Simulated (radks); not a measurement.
Spherical jellium clusters: N electrons in a uniform positive sphere of charge N and radius rs N^(1/3), rs = 3.1 bohr. Method: non-relativistic Kohn-Sham, PBE, spin-polarised, spherical densities; computed with a radial shooting solver with Libxc functionals. Levels are named by radial order and angular momentum (1s, 1p, 1d, 2s, ...), and open shells are averaged over m.

N = 12, configuration 1s2 1p6 1d(up 4, down 0). This is the lowest configuration that the search found. Occupied and some empty levels:

level    occupation  eigenvalue (eV)  <r> (bohr)
1s up             1          -6.6787       4.693
1s down           1          -6.4155       4.257
1p up             3          -5.0786       5.628
1p down           3          -4.4807       5.398
1d up             4          -3.1156       6.458
1d down           0          -2.3594       6.423
2s up             0          -2.3524       6.198
2s down           0          -2.0494       6.279
1f up             0         -0.99919       7.589
2p up             0         -0.73561       9.585

Energy (eV): total -18.7257, kinetic 33.439, external -641.49, Hartree 311.65, exchange-correlation -53.588, background 331.27.
